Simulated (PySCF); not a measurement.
Correlation energy of Dy (dysprosium, neutral)

[Xe] 4f10 6s2, one real determinant. Calculation: PySCF 2.14, in x2c-TZVPPall with one added diffuse shell each of s, p, d, f type (12s8p8d5f2g, 129 functions); the spin-free X2C one-electron Hamiltonian (Gaussian nucleus). Frozen: [Kr] 4d10; 20 electrons correlated.

MP2 pair energies summed by pair of shells (mhartree):

| pair | energy | share (%) |
| --- | --- | --- |
| 4f-4f | -340.37 | 41.3 |
| 4f-5p | -211.42 | 25.7 |
| 5p-5p | -120.67 | 14.6 |
| 4f-5s | -46.32 | 5.6 |
| 5s-5p | -32.09 | 3.9 |
| 5p-6s | -30.61 | 3.7 |
| 6s-6s | -18.28 | 2.2 |
| 4f-6s | -16.73 | 2.0 |
| 5s-5s | -6.03 | 0.7 |
| 5s-6s | -1.49 | 0.2 |

Total MP2 correlation energy: -824.02 mhartree.

Same-spin part -321.60 and opposite-spin part -502.42 mhartree; SCS-MP2 scales them by 1/3 and 6/5 to -710.10 mhartree.

The reference is one real determinant that mixes LS terms of this configuration.
